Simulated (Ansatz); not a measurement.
C₄, SMILES [C]1[C+]2[C-]1[C]2 (connectivity only; charge and spin as stated), neutral, multiplicity 1.

Geometry: B3LYP-D3(BJ)/def2-TZVP.

Two levels are set side by side: PBE/def2-TZVPD (Ansatz, a first-principles code) and CAM-B3LYP/def2-TZVPD (Ansatz). Energy differences of separate SCF runs at the same geometry. Differences are taken from unrounded values.

```
quantity                           CAM-B3LYP   PBE  PBE minus CAM-B3LYP
---------------------------------  ---------  ----  -------------------
vertical singlet–triplet gap (eV)       1.20  0.58                -0.62
```
